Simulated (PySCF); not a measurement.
C₂H₅FO₂Si, SMILES O=CC[Si@H](O)F.

Coordinates come from a B3LYP-D3(BJ)/def2-SVP optimisation. The structure was generated by enumeration; whether it is a known compound was not checked. One conformer was computed; it need not be the lowest.

Vertical ionisation energy (IE) and electron affinity (EA) in eV. Rows of orbital energies are one-electron estimates. Where ΔSCF, EOM or ADC give a negative EA the extra electron is unbound and the value depends on the basis.

| level | IE | EA |
|---|---|---|
| −ε(HOMO), −ε(LUMO), M06-2X/def2-TZVP (PySCF) | 9.63 | 0.40 |
| −ε(HOMO), −ε(LUMO), PBE/def2-TZVP (PySCF) | (withheld) | (withheld) |

Task: Some entries are withheld; supply them. (Estimate from the structure and the level; the computed values follow.)

Result: 
- −ε(HOMO), −ε(LUMO), PBE/def2-TZVP (PySCF), IE: 6.51
- −ε(HOMO), −ε(LUMO), PBE/def2-TZVP (PySCF), EA: 2.60
